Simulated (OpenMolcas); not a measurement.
## Computed transition rates of Ti2+

```
Program             : OpenMolcas 26.06
Method              : CASSCF
Basis               : ANO-RCC-VQZP [7s6p4d3f2g1h]
Scalar Hamiltonian  : X2C, point nucleus
Active space        : 2 electrons in 10 orbitals (3d 4d)
State averaging     : 2S+1 = 3 even, 10 roots; 2S+1 = 1 even, 14 roots
Spin-orbit coupling : RASSI with atomic mean-field integrals over the reference wave functions, term energies averaged over their components
```

Rates come from the transition moments of the reference wave functions (E1 and E2 in the length form). At fixed line strength A goes as λ^-3 for E1 and M1 and as λ^-5 for E2, so a rate at the computed wavelength can be rescaled to the measured one. Measured vacuum wavelengths follow from level energies in Corliss and Sugar, J. Phys. Chem. Ref. Data 8, 1 (1979). Branching counts decays inside the model space alone, at computed energies, and the table is only a selection of the E2 and M1 lines, drawn from those between levels with measured partners whose computed energy lies within a factor of 1.5 of the measured one.

```tsv
Upper	Lower	Type	λ computed (nm)	λ measured (nm)	A computed (s-1)	A rescaled (s-1)	Branching %
3d2 3F3	3d2 3F2	M1	50730	54080	1.98e-04	1.63e-04	100.0
3d2 3F4	3d2 3F3	M1	38910	42460	3.45e-04	2.65e-04	100.0
3d2 3P1	3d2 1D2	M1	4390	4695	1.53e-03		1.3
3d2 3P2	3d2 1D2	M1	4136	4449	3.28e-03		2.8
3d2 1G4	3d2 1D2	E2	1700	1688	4.93e-04	5.11e-04	3.3
3d2 1D2	3d2 3F4	E2	962.1	1242	2.01e-04		0.9
3d2 1D2	3d2 3F3	M1	938.9	1206	1.44e-02		64.6
3d2 1D2	3d2 3F2	M1	921.8	1180	7.64e-03		34.2
3d2 3P2	3d2 3F4	E2	780.5	970.8	8.42e-02	2.83e-02	72.9
3d2 3P1	3d2 3F3	E2	773.4	959.8	7.66e-02	2.60e-02	64.1
3d2 3P0	3d2 3F2	E2	765.5	948.9	1.21e-01	4.13e-02	100.0
3d2 3P2	3d2 3F3	E2	765.2	949.1	2.41e-02	8.21e-03	20.9
3d2 3P1	3d2 3F2	E2	761.8	943.1	4.13e-02	1.42e-02	34.6
3d2 3P2	3d2 3F2	E2	753.8	932.7	3.68e-03	1.27e-03	3.2
3d2 1G4	3d2 3F4	M1	614.3	715.5	8.87e-03		59.2
3d2 1G4	3d2 3F3	M1	604.8	703.6	5.58e-03		37.2
```

Spin-changing lines and M1 lines between different terms are not rescaled, since their strength hangs on the term gaps too.

The largest correction is for 3d2 3P2 → 3d2 3F4 (E2): 8.42e-02 × (780.5 / 970.8)^5 = 2.83e-02 s-1, a factor of 0.34.

The computed rate and branching of 3d2 3F3 → 3d2 3F2 give the upper level a radiative lifetime of 1.000 / 1.98e-04 s-1 = 5.05e+03 s, counting decays inside the model space alone. The rescaled rate gives about 6.1e+03 s.

These are rates of the free ion; in crystals, glasses and complexes forced electric-dipole and non-radiative decay shorten such lifetimes by orders of magnitude. No measured rate stands beside these. Rescaling mends the energy factor alone: line strengths can still be far off where a level mixes with configurations outside the active space, and weak or spin-changing lines hang on small mixing coefficients that depend on the term gaps too, so rescaling need not improve them.

Without dynamic correlation excited terms often stand tens of per cent too high (terms of higher spin than the ground term too low), and those without a measured partner can miss by more than the paired ones. Active for correlation alone: 4d; no level in the range computed is led by a configuration that fills it, so any true level of that kind is missing. Measured partners are found by configuration, term and J. A level has none where our copy of the source lacks it or the pairing is in doubt (some pairs that miss far off the trend of their configuration count as doubtful). Only configurations of the active space appear.
